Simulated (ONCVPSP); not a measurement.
Transferability test, ONCV potential for Os (Z = 76)

Os, optimised norm-conserving Vanderbilt (ONCV), made with ONCVPSP 4.0.1 (PBE, scalar-relativistic). Core [Kr] 4d10 4f14, reference 5s2 5p6 5d7 6s1. Waves: 5s+6s: rc 1.55 bohr, ncon 4, nbas 8, qcut 8.6 1/bohr, 2 projectors; 5p: rc 1.15 bohr, ncon 3, nbas 7, qcut 7.3 1/bohr, 3 projectors, debl 2.6 Ha; 5d: rc 2.10 bohr, ncon 5, nbas 9, qcut 6.5 1/bohr, 2 projectors, debl 0.7 Ha; f scattering state at 0.23 Ha: rc 2.20 bohr, ncon 4, nbas 9, qcut 5.1 1/bohr, 2 projectors, debl 0.4 Ha. Local part: polynomial inside 0.80 bohr (lpopt 5, dvloc0 0 Ha). Core correction: none.

Energies are relative to the spin-unpolarised reference configuration 5s2 5p6 5d7 6s1; without spin polarisation the order of configurations can differ from experiment.

Question: Give the all-electron excitation energy and the error of the potential for: 5s2 5p6 5d6 6s2; 5s2 5p6 5d6 6s1; 5s2 5p6 5d6 6s0; 5s2 5p6 5d7 6s0.

Answer:

| valence configuration | charge | ΔE all-electron (eV) | error AE − PS (meV) |
| --- | --- | --- | --- |
| 5s2 5p6 5d6 6s2 | 0 | -0.317 | +2.4 |
| 5s2 5p6 5d6 6s1 | +1 | 9.260 | +0.1 |
| 5s2 5p6 5d6 6s0 | +2 | 26.175 | -2.3 |
| 5s2 5p6 5d7 6s0 | +1 | 8.722 | -2.9 |

Levels in the configuration 5s2 5p6 5d6 6s0:

```json
{"level": "5s", "all-electron (eV)": "-108.707", "pseudo (eV)": "-108.725"}
{"level": "5p", "all-electron (eV)": "-68.030", "pseudo (eV)": "-68.036"}
{"level": "5d", "all-electron (eV)": "-22.924", "pseudo (eV)": "-22.922"}
```

Note: ghosts flagged at negative energy: s at -298.3 eV; GHOST(+) flagged for p at 286.1 eV. A true bound ghost makes a file unfit for plane-wave use.
